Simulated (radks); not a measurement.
Values are calculated unless marked as measured or tabulated.
Initial-state core-level shifts of neutral potassium when its valence configuration changes from [Ar] 4s1. Level of theory: non-relativistic Kohn-Sham, PBE, spin-unpolarised, spherical densities, point nucleus (a radial shooting solver on a logarithmic mesh with Libxc functionals). Shifts are changes of the shell-averaged eigenvalues in eV (positive: less bound); the change of the density at the nucleus, which sets a Mossbauer isomer shift, is in e/bohr^3, on a base of 4545.

valence,1s,2s,2p,3s,density at nucleus
3d1,-1.565,-1.458,-1.469,-1.420,-0.9934
4p1,-1.474,-1.475,-1.474,-1.459,-0.9785
3d0.5 4s0.5,-1.021,-0.982,-0.986,-0.961,-0.4261
4s0.5 4p0.5,-0.752,-0.752,-0.752,-0.745,-0.4643
